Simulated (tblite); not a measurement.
C6H8F (doublet state).
Bonds: C1–C2, C2–C3 (double), C3–C4, C4–F5, C3–C6, C6–C7, C2–C7. Hydrogens: H8, H9, H10 on C1; H11 on C4; H12, H13 on C6; H14, H15 on C7.

A start from a force field or distance geometry was refined with GFN2-xTB geometry optimisation, gas phase in tblite. Values at the start:

```tsv
coordinate	start
C1–C2	1.501 Å
C1–H8	1.102 Å
C2=C3	1.311 Å
C2–C7	1.468 Å
C3–C4	1.507 Å
C3–C6	1.483 Å
C4–F5	1.387 Å
C4–H11	1.106 Å
C6–C7	1.497 Å
C6–H12	1.098 Å
C7–H14	1.130 Å
C1–C2–C3	135.5°
C2–C3–C4	134.9°
C2–C3–C6	95.5°
C2–C7–C6	88.6°
C3–C2–C7	91.7°
C3–C4–F5	110.6°
C3–C6–C7	84.2°
C4–C3–C6	129.6°
C1–C2–C3–C4	-3°
C1–C2–C7–C6	-179°
C2–C3–C4–F5	8°
```

Problem. How do these coordinates change at the GFN2-xTB level?

Solution. 
```tsv
coordinate	GFN2-xTB (Å or °)	change
C3–C4	1.359	-0.148
C2=C3	1.393	+0.082
C6–C7	1.548	+0.051
C7–H14	1.091	-0.039
C4–F5	1.351	-0.036
C2–C7	1.500	+0.032
C4–H11	1.077	-0.029
C3–C6	1.512	+0.029
C1–C2	1.474	-0.027
C6–H12	1.088	-0.010
C1–H8	1.093	-0.009
C3–C4–F5	121.4	+10.8
C2–C3–C6	92.6	-2.9
C3–C6–C7	87.0	+2.8
C2–C3–C4	136.6	+1.7
C3–C2–C7	93.3	+1.6
C2–C7–C6	87.2	-1.4
C4–C3–C6	130.8	+1.2
C1–C2–C3	134.5	-1.0
C2–C3–C4–F5	0	-8
C1–C2–C3–C4	1	+4
C1–C2–C7–C6	179	-2
```

The energy falls by 23.9 kcal/mol over 94 L-BFGS steps, the largest force on an atom goes from 5.92 to 0.010 eV/Å, and the atoms move by 0.357 Å rms after alignment. The bond that changes most is C3–C4 (ends: carbon bonded to 3 C; carbon bonded to C, F and H), which shortens by 0.148 Å. Bonds longer at the end by more than 0.005 Å: 4 of 15; shorter: 11. Among the dihedrals that turn most is C2–C3–C4–H11, from -120° to 180°. Rotational constants go from 3975, 2308, 1513 to 3963, 2239, 1470 MHz.

Hardware: one thread, Arm Neoverse N1 (aarch64), no GPU, shared host. Cost: 0.78 s of wall time.

Its GFN2-xTB frequencies are all real (lowest 74 cm⁻¹).

One conformer stands for the species.

All values are computed, not measured.
